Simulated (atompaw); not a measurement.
**Before and after: PAW (atompaw) potential for Ge (Z = 32)**

```json
{"Element": "germanium (Ge)", "Generator": "atompaw 4.2.0.5", "Type": "PAW", "Functional": "PBEsol", "Relativity": "non-relativistic", "Frozen core": "[Ar] 3d10", "Valence charge": "4", "Reference configuration": "4s2 4p2", "Partial waves": "4s (bound): rc 2.00 bohr; 4s channel at 2 Ry: rc 2.00 bohr; 4p (bound): rc 2.15 bohr; 4p channel at 4.65 Ry: rc 1.95 bohr; 4d channel at 0.2 Ry: rc 2.15 bohr; 4d channel at 1.1 Ry: rc 2.15 bohr", "Local potential": "troulliermartins scheme with l = 3 at 1 Ry, radius 1.55 bohr", "Core correction": "smooth core density matched at 2.10 bohr", "Augmentation charge": "besselshape compensation charge, radius 2.15 bohr; PAW radius 2.15 bohr; waves and projectors: custom rrkj gramschmidtortho"}
```

All-electron outer shells of the reference configuration (PBEsol, non-relativistic, ld1.x):

```csv
shell,level (eV),outermost node (bohr),outermost maximum (bohr)
3d,-30.15,–,0.50
4s,-11.41,0.78,1.77
4p,-3.93,0.83,2.22
```

Change: wave 4d channel at 1.1 Ry: rc 2.15 bohr becomes 4d channel at 1.1 Ry: rc 2.06 bohr.

Cutoffs: the cutoffs (Ry, on a coarse ladder) from which the occupation-weighted sum of valence levels, in a spherical-Bessel basis at the reference potential, stays within 10 and 1 mRy of its value at 400 Ry; they do not see the model core or the augmentation charge, which bear on the density cutoff.

Question: What does the change do?

Answer: Both files are so soft that the ladder of cutoffs tells neither apart; the bound ghost in d disappears.

```csv
quantity,base,changed
"cutoff, loose",8 Ry,8 Ry
"cutoff, tight",12 Ry,12 Ry
bound ghosts,d,none
s: phases at 2.16 bohr within 0.05 rad from the reference energy up to (Ry; the scan ends near 5),1.3,1.3
p: phases at 2.16 bohr within 0.05 rad from the reference energy up to (Ry; the scan ends near 5),to the end of the scan,to the end of the scan
d: phases at 2.16 bohr within 0.05 rad from the reference energy up to (Ry; the scan ends near 5),to the end of the scan,4.4
lowest overlap eigenvalue by channel,"s 0.34, p 0.61, d 0.93","s 0.34, p 0.61, d 1.00"
```

 A true bound ghost makes a file unfit for plane-wave use even where its test errors are small: the radial tests pick states by their node count and pass the ghost by. The cutoffs see the waves, projectors and local potential, not the compensation charge or the core.
